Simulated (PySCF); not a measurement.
# Spinor energies of Ti (titanium, neutral)

Start: [Ar] 3d2 4s2; 3d3/2 filled at m_j = +1/2, +3/2. Calculated with PySCF 2.14 in x2c-QZVPPall-2c (11s9p5d3f2g, 102 functions): generalised Hartree-Fock with the X2C-1e Hamiltonian and a Gaussian nucleus; one run each with spin-orbit coupling (SO) switched off, then screened by Boettger's factors.

```json
{"spinor shell": "1s1/2", "electrons": "2", "ε, spin-free (eV)": "-5017.9", "ε, screened SO (eV)": "-5017.8", "weight of nominal j (screened SO)": "1.000", "rms radius, screened SO (bohr)": "0.0804"}
{"spinor shell": "2s1/2", "electrons": "2", "ε, spin-free (eV)": "-589.12", "ε, screened SO (eV)": "-589.10", "weight of nominal j (screened SO)": "1.000", "rms radius, screened SO (bohr)": "0.350"}
{"spinor shell": "2p1/2", "electrons": "2", "ε, spin-free (eV)": "-484.81", "ε, screened SO (eV)": "-489.04", "weight of nominal j (screened SO)": "0.993", "rms radius, screened SO (bohr)": "0.319"}
{"spinor shell": "3s1/2", "electrons": "2", "ε, spin-free (eV)": "-79.059", "ε, screened SO (eV)": "-79.049", "weight of nominal j (screened SO)": "1.000", "rms radius, screened SO (bohr)": "1.08"}
{"spinor shell": "3p1/2", "electrons": "2", "ε, spin-free (eV)": "-48.908", "ε, screened SO (eV)": "-50.360", "weight of nominal j (screened SO)": "0.654", "rms radius, screened SO (bohr)": "1.18"}
{"spinor shell": "3p3/2", "electrons": "4", "ε, spin-free (eV)": "-48.908", "ε, screened SO (eV)": "-48.174", "weight of nominal j (screened SO)": "0.827", "rms radius, screened SO (bohr)": "1.18"}
{"spinor shell": "3d3/2", "electrons": "2", "ε, spin-free (eV)": "-11.802", "ε, screened SO (eV)": "-11.813", "weight of nominal j (screened SO)": "0.720", "rms radius, screened SO (bohr)": "1.67"}
{"spinor shell": "4s1/2", "electrons": "2", "ε, spin-free (eV)": "-6.065", "ε, screened SO (eV)": "-6.064", "weight of nominal j (screened SO)": "1.000", "rms radius, screened SO (bohr)": "4.04"}
```

**Question.** Where does 2p3/2 lie, and what is the 2p spin-orbit splitting (screened SO)?

**Answer.** At -482.71 eV, 6.336 eV above 2p1/2.

```
   quantity   spin-free  screened SO
E (hartree)  -852.75164   -852.75924
        M_J           2            2
       ⟨J²⟩       8.016        7.866
       ⟨L²⟩      12.009       12.006
       ⟨S²⟩       2.007        2.006
```

The determinant has a definite M_J but mixes levels of different J.

Each row is a mean over spinors that exchange with the open shell spreads, by up to 7.278 eV (3p1/2).

Rows whose weight is well below 1 are mixtures of j = l ± 1/2: exchange outweighs spin-orbit coupling there, and the label is only the starting occupation.

Without spin-orbit coupling the j labels of p, d and f shells carry no meaning; the spin-free column gives the mean over the occupied spinors of each nl shell, and its ⟨J²⟩ belongs to a mixture of degenerate components.
